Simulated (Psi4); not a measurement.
C3H3 (SMILES [CH]1C=C1), doublet, at a GFN2-xTB geometry; TPSS/6-31G** (Psi4 1.11).

Input for Psi4:
```
memory 2 GB

molecule mol {
0 2
C     0.011373    0.000430    0.891075
C     0.062646   -0.660086   -0.417299
C     0.042471    0.661450   -0.417679
H    -0.793042   -0.011643    1.608887
H     0.070983   -1.567004   -0.972284
H     0.023123    1.567880   -0.973188
}

set {
  basis 6-31g**
  reference uks
  basis_guess sto-3g
}

energy('tpss')
print_variables()
```

Task: Predict the main parts of the log of this Psi4 run.

Result: 
```
  //>>>>>>>>>>>>>>>>>>>>>>>>>>>>>>>>>>>//
  //      Guess SCF, STO-3G Basis      //
  //<<<<<<<<<<<<<<<<<<<<<<<<<<<<<<<<<<<//

   => Loading Basis Set <=

    Name: STO-3G
    Role: ORBITAL
    Keyword: BASIS

         ---------------------------------------------------------
                           SCF Castup computation
         ---------------------------------------------------------
                                   SCF
               by Justin Turney, Rob Parrish, Andy Simmonett
                          and Daniel G. A. Smith
                              UKS Reference
         ---------------------------------------------------------

  ==> Geometry <==

    Molecular point group: c1
    Full point group: C1

    Geometry (in Angstrom), charge = 0, multiplicity = 2:

       Center              X                  Y                   Z               Mass
    ------------   -----------------  -----------------  -----------------  -----------------
         C           -0.006397708568     0.000156401920     0.882517453275    12.000000000000
         C            0.044875291432    -0.660359598080    -0.425856546725    12.000000000000
         C            0.024700291432     0.661176401920    -0.426236546725    12.000000000000
         H           -0.810812708568    -0.011916598080     1.600329453275     1.007825032230
         H            0.053212291432    -1.567277598080    -0.980841546725     1.007825032230
         H            0.005352291432     1.567606401920    -0.981745546725     1.007825032230

  Running in c1 symmetry.

  Rotational constants: A =      1.05705  B =      0.89107  C =      0.49816 [cm^-1]
  Rotational constants: A =  31689.65360  B =  26713.57749  C =  14934.47637 [MHz]
  Nuclear repulsion =   57.958395416860469

  Charge       = 0
  Multiplicity = 2
  Electrons    = 21
  Nalpha       = 11
  Nbeta        = 10

  ==> Algorithm <==

  SCF Algorithm Type is DF.
  DIIS enabled.
  MOM disabled.
  Fractional occupation disabled.
  Guess Type is SAD.
  Energy threshold   = 1.00e-06
  Density threshold  = 1.00e-06
  Integral threshold = 1.00e-12

  ==> Primary Basis <==

  Basis Set: STO-3G
    Blend: STO-3G
    Number of shells: 12
    Number of basis functions: 18
    Number of Cartesian functions: 18
    Spherical Harmonics?: true
    Max angular momentum: 1

  ==> DFT Potential <==

   => LibXC <=

    Version 7.1.2
    S. Lehtola, C. Steigemann, M. J. T. Oliveira, and M. A. L. Marques,  SoftwareX 7, 1–5 (2018) (10.1016/j.softx.2017.11.002)

   => Composite Functional: TPSS <=

    TPSS Meta-GGA XC Functional

    J. Tao, et al., Phys. Rev. Lett., 91, 146401, 2003

    Deriv               =              1
    GGA                 =           TRUE
    Meta                =           TRUE

    Exchange Hybrid     =          FALSE
    MP2 Hybrid          =          FALSE

   => Exchange Functionals <=

    1.0000   XC_MGGA_X_TPSS

   => Correlation Functionals <=

    1.0000   XC_MGGA_C_TPSS

   => LibXC Density Thresholds  <==

    XC_MGGA_C_TPSS:  1.00E-15
    XC_MGGA_X_TPSS:  1.00E-15

   => Molecular Quadrature <=

    Radial Scheme          =       TREUTLER
    Pruning Scheme         =           NONE
    Nuclear Scheme         =       TREUTLER

    Blocking Scheme        =         OCTREE
    BS radius alpha        =              1
    Pruning alpha          =              1
    Radial Points          =             75
    Spherical Points       =            302
    Total Points           =         128615
    Total Blocks           =           1039
    Max Points             =            256
    Max Functions          =             18
    Weights Tolerance      =       1.00E-15

   => Loading Basis Set <=

    Name: (STO-3G AUX)
    Role: JKFIT
    Keyword: DF_BASIS_SCF

  ==> Integral Setup <==

  SCF_SUBTYPE=INCORE selected. In-core MEM_DF algorithm will be used.
  Using in-core AOs.

  ==> MemDFJK: Density-Fitted J/K Matrices <==

    J tasked:                   Yes
    K tasked:                    No
    wK tasked:                   No
    Algorithm:                 Core
    Schwarz Cutoff:           1E-12
    Mask sparsity (%):       0.0000
    Fitting Condition:        1E-10

   => Auxiliary Basis Set <=

  Basis Set: (STO-3G AUX)
    Blend: DEF2-UNIVERSAL-JKFIT
    Number of shells: 93
    Number of basis functions: 279
    Number of Cartesian functions: 327
    Spherical Harmonics?: true
    Max angular momentum: 4

  Minimum eigenvalue in the overlap matrix is 1.8830131506E-01.
  Reciprocal condition number of the overlap matrix is 7.6353702558E-02.
    Using symmetric orthogonalization.

  ==> Pre-Iterations <==

  SCF Guess: Superposition of Atomic Densities via on-the-fly atomic UHF (no occupation information).

   -------------------------
    Irrep   Nso     Nmo
   -------------------------
     A         18      18
   -------------------------
    Total      18      18
   -------------------------

  ==> Iterations <==

                           Total Energy        Delta E     RMS |[F,P]|

   @DF-UKS iter SAD:  -113.46558525712382   -1.13466e+02   0.00000e+00
   @DF-UKS iter   1:  -114.53104723438507   -1.06546e+00   8.29498e-03 ADIIS/DIIS
   @DF-UKS iter   2:  -114.52296139600321    8.08584e-03   1.13816e-02 ADIIS/DIIS
   @DF-UKS iter   3:  -114.55231374492229   -2.93523e-02   5.49373e-04 ADIIS/DIIS
   @DF-UKS iter   4:  -114.55242261639464   -1.08871e-04   1.79204e-04 ADIIS/DIIS
   @DF-UKS iter   5:  -114.55243516349536   -1.25471e-05   5.24311e-05 DIIS
   @DF-UKS iter   6:  -114.55243637078055   -1.20729e-06   1.35451e-05 DIIS
   @DF-UKS iter   7:  -114.55243644366047   -7.28799e-08   4.21970e-06 DIIS
   @DF-UKS iter   8:  -114.55243644259347    1.06699e-09   5.06146e-06 DIIS
   @DF-UKS iter   9:  -114.55243644783596   -5.24248e-09   3.45161e-07 DIIS
  Energy and wave function converged.

  ==> Post-Iterations <==

   Electrons on quadrature grid:
      Nalpha   =   11.0000015076 ; deviation = 1.508e-06
[...]
  @DF-UKS Final Energy:  -114.55243644783596
    Total Energy =                       -114.5524364478359587
[...]

   => Composite Functional: TPSS <=

    TPSS Meta-GGA XC Functional

    J. Tao, et al., Phys. Rev. Lett., 91, 146401, 2003

    Deriv               =              1
    GGA                 =           TRUE
    Meta                =           TRUE

    Exchange Hybrid     =          FALSE
    MP2 Hybrid          =          FALSE

   => Exchange Functionals <=

    1.0000   XC_MGGA_X_TPSS

   => Correlation Functionals <=

    1.0000   XC_MGGA_C_TPSS

   => LibXC Density Thresholds  <==

    XC_MGGA_C_TPSS:  1.00E-15
    XC_MGGA_X_TPSS:  1.00E-15

   => Molecular Quadrature <=

    Radial Scheme          =       TREUTLER
    Pruning Scheme         =           NONE
    Nuclear Scheme         =       TREUTLER

    Blocking Scheme        =         OCTREE
    BS radius alpha        =              1
    Pruning alpha          =              1
    Radial Points          =             75
    Spherical Points       =            302
    Total Points           =         129077
    Total Blocks           =           1040
    Max Points             =            256
    Max Functions          =             60
    Weights Tolerance      =       1.00E-15

   => Loading Basis Set <=

    Name: (6-31G** AUX)
    Role: JKFIT
    Keyword: DF_BASIS_SCF

  Computing basis projection from STO-3G to 6-31G**

  ==> Integral Setup <==

  SCF_SUBTYPE=INCORE selected. In-core MEM_DF algorithm will be used.
  Using in-core AOs.

  ==> MemDFJK: Density-Fitted J/K Matrices <==

    J tasked:                   Yes
    K tasked:                    No
    wK tasked:                   No
    Algorithm:                 Core
    Schwarz Cutoff:           1E-12
    Mask sparsity (%):       0.0000
    Fitting Condition:        1E-10

   => Auxiliary Basis Set <=

  Basis Set: (6-31G** AUX)
    Blend: CC-PVDZ-JKFIT
    Number of shells: 99
    Number of basis functions: 318
    Number of Cartesian functions: 318
    Spherical Harmonics?: false
    Max angular momentum: 3

  Minimum eigenvalue in the overlap matrix is 2.7546706368E-03.
  Reciprocal condition number of the overlap matrix is 3.9181333390E-04.
    Using symmetric orthogonalization.

  ==> Pre-Iterations <==

  SCF Guess: Orbitals guess was supplied from a previous computation.

   -------------------------
    Irrep   Nso     Nmo
   -------------------------
     A         60      60
   -------------------------
    Total      60      60
   -------------------------

  ==> Iterations <==

                           Total Energy        Delta E     RMS |[F,P]|

   @DF-UKS iter   0:  -115.84866359422865   -1.15849e+02   9.77936e-03
   @DF-UKS iter   1:  -115.97692648164605   -1.28263e-01   1.49272e-03 ADIIS/DIIS
   @DF-UKS iter   2:  -115.97634490414715    5.81577e-04   1.52944e-03 ADIIS/DIIS
   @DF-UKS iter   3:  -115.98072223133327   -4.37733e-03   3.99220e-04 ADIIS/DIIS
   @DF-UKS iter   4:  -115.98099463285305   -2.72402e-04   1.27942e-04 ADIIS/DIIS
   @DF-UKS iter   5:  -115.98102593185784   -3.12990e-05   1.59125e-05 DIIS
   @DF-UKS iter   6:  -115.98102670523984   -7.73382e-07   5.59165e-06 DIIS
   @DF-UKS iter   7:  -115.98102679372673   -8.84869e-08   2.28904e-06 DIIS
   @DF-UKS iter   8:  -115.98102680875540   -1.50287e-08   2.79562e-07 DIIS
  Energy and wave function converged.

  ==> Post-Iterations <==

   Electrons on quadrature grid:
      Nalpha   =   11.0000013655 ; deviation = 1.366e-06
      Nbeta    =   10.0000014405 ; deviation = 1.440e-06
      Ntotal   =   21.0000028060 ; deviation = 2.806e-06

   @Spin Contamination Metric:   2.524608091E-03
   @S^2 Expected:                7.500000000E-01
   @S^2 Observed:                7.525246081E-01
   @S   Expected:                5.000000000E-01
   @S   Observed:                5.000000000E-01

    Orbital Energies [Eh]
    ---------------------

    Alpha Occupied:

[...]
    Alpha Virtual:

[...]
      60A      4.856201

    Beta Occupied:

[...]
      10A     -0.264139

    Beta Virtual:

[...]
    Final Occupation by Irrep:
              A
    DOCC [    10 ]
    SOCC [     1 ]
    NA   [    11 ]
    NB   [    10 ]

  @DF-UKS Final Energy:  -115.98102680875540

   => Energetics <=

    Nuclear Repulsion Energy =             57.9583954168604691
    One-Electron Energy =                -269.2805582110642035
    Two-Electron Energy =                 112.7033627621100891
    DFT Exchange-Correlation Energy =     -17.3622267766617533
    Empirical Dispersion Energy =           0.0000000000000000
    VV10 Nonlocal Energy =                  0.0000000000000000
    Total Energy =                       -115.9810268087554022

  UHF NO Occupations:
  HONO-2 :    9  A 1.9995342
  HONO-1 :   10  A 1.9994444
  HONO-0 :   11  A 1.0000000
  LUNO+0 :   12  A 0.0005556
  LUNO+1 :   13  A 0.0004658
  LUNO+2 :   14  A 0.0001488
  LUNO+3 :   15  A 0.0000431

Computation Completed

Properties will be evaluated at   0.000000,   0.000000,   0.000000 [a0]

Properties computed using the SCF density matrix

 Multipole Moments:

 ------------------------------------------------------------------------------------
     Multipole            Electronic (a.u.)      Nuclear  (a.u.)        Total (a.u.)
 ------------------------------------------------------------------------------------

 L = 1.  Multiply by 2.5417464519 to convert [e a0] to [Debye]
 Dipole X            :          0.4592853           -0.7052097           -0.2459243
 Dipole Y            :          0.0069461           -0.0108632           -0.0039171
 Dipole Z            :         -0.1759803           -0.3396055           -0.5155858
 Magnitude           :                                                    0.5712467

 ------------------------------------------------------------------------------------

  Variable Map:
  ----------------------------------------------------------------------------
[...]
  Array Variable Map:
  ----------------------------------------------------------------------------
[...]
[...]
```
